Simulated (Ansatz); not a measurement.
Cartesian coordinates in Å:
```
O 1.221 0.478 -1.671
B 0.468 0.221 -0.588
O -0.379 -0.854 -0.462
C -0.819 -0.518 0.847
S 0.187 1.007 1.041
H 1.758 1.269 -1.601
H -0.546 -1.289 1.568
H -1.890 -0.313 0.866
```

Charge 0, multiplicity 1.

Task: List the PBE0/def2-TZVPP orbital energies in eV (Ansatz). (An estimate is asked.)

Result: The calculation gave: Occupied: -2422.35, -523.49, -523.37, -280.80, -217.71, -186.42, -161.55, -161.46, -161.36, -29.93, -29.18, -21.41, -18.53, -16.15, -13.93, -13.41, -13.33, -12.11, -11.07, -9.91, -9.07, -8.80, -7.44. Lowest empty: 0.00, 0.76, 1.20, 1.84, 1.90, 2.66, 2.91, 3.86.
